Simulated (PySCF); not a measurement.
A run for PySCF: R-HF/STO-3G on H2Se (SMILES [SeH2]).

```python
from pyscf import gto, scf, dft, mp
from pyscf.data.elements import chemcore

mol = gto.M(
    atom='''
    Se    0.18289968    0.15743121    3.55738942
    H     0.39995312   -0.07242723    4.99614525
    H     0.39339564   -1.26183548    3.24883068
    ''',
    basis='sto-3g',
    charge=0, spin=0, verbose=3, max_memory=1800)
mf = scf.RHF(mol)
mf.conv_tol = 1e-8
mf.max_cycle = 100
mf.kernel()
if not mf.converged:
    mf = mf.newton().run(mf.mo_coeff, mf.mo_occ)
```

Output:

```
converged SCF energy = -2374.69140929914
```

Self-consistency was reached.

Cost: roughly 0.05 core-seconds.
